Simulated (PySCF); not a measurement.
A PySCF script (with the pyscf-properties extension) for the NMR shieldings of SMILES C[B@@H-]([N+]#C)CCC, C5H12BN, on a GFN2-xTB geometry:

```python
import basis_set_exchange as bse
import numpy as np
from pyscf import gto, dft
from pyscf.prop import nmr

atoms = """
C    -1.823566    2.156253    0.171266
N    -1.560359    1.066892   -0.080807
B    -1.198285   -0.323426   -0.288176
C    -2.209156   -1.187146    0.670054
C     0.373127   -0.452688    0.188431
C     1.360446    0.300044   -0.699859
C     2.802686    0.125233   -0.232928
H    -2.068056    3.155098    0.395007
H    -1.351712   -0.541758   -1.448629
H    -2.089094   -0.934089    1.721069
H    -3.253692   -1.032658    0.407965
H    -1.999293   -2.247149    0.562831
H     0.638151   -1.511023    0.181242
H     0.491296   -0.107312    1.218577
H     1.114429    1.366334   -0.705846
H     1.270062   -0.061919   -1.726325
H     2.923063    0.495784    0.783563
H     3.080738   -0.926575   -0.245872
H     3.489411    0.669357   -0.879025
"""
names = dict.fromkeys(["C", "N", "B", "H"], "pcSseg-1")
basis = {el: gto.basis.parse(bse.get_basis(n, elements=[el], fmt="nwchem")) for el, n in names.items()}
mol = gto.M(atom=atoms, basis=basis, charge=0, verbose=0)
mf = dft.RKS(mol, xc="PBE0")
mf.grids.level = 2
mf.grids.alignment = dft.numint.BLKSIZE   # the property module wants whole blocks of grid points
mf.conv_tol = 1e-9
mf.kernel()

calc = nmr.RKS(mf)   # GIAO
C = mf.mo_coeff
Co = C[:, mf.mo_occ > 0]
resp = mf.gen_response(singlet=True, hermi=2)
def vind(x):   # induced exchange potential for any number of trial vectors
    d = np.einsum("pi,xij,qj->xpq", C, 2 * x.reshape(-1, C.shape[1], Co.shape[1]), Co, optimize=True)
    return np.einsum("xpq,pi,qj->xij", resp(d - d.transpose(0, 2, 1)), C, Co, optimize=True).ravel()
mo1, _ = nmr.rhf.solve_mo1(calc, with_cphf=vind)
sigma = calc.kernel(mo1)
for i, s in enumerate(sigma):   # ppm
    print("%2d %-2s %9.2f" % (i, mol.atom_pure_symbol(i), np.trace(s) / 3))
```

Problem. What are the results?

Solution. 
```
 0 C      77.79
 1 N      15.13
 2 B     132.11
 3 C     175.84
 4 C     150.85
 5 C     159.99
 6 C     165.99
 7 H      27.61
 8 H      29.77
 9 H      31.88
10 H      31.53
11 H      31.51
12 H      30.91
13 H      31.53
14 H      30.46
15 H      30.30
16 H      30.87
17 H      30.70
18 H      30.41
```

These numbers come from an equivalent density-fitted implementation of the same equations, which agrees with the script to about 0.01 ppm for H and up to a few tenths of a ppm for heavy atoms, so last digits may differ.

Size and cost of the density-fitted run: 179 basis functions, 47 s wall time on 1 thread of an Arm Neoverse N1, shared host; peak memory 0.82 GiB.
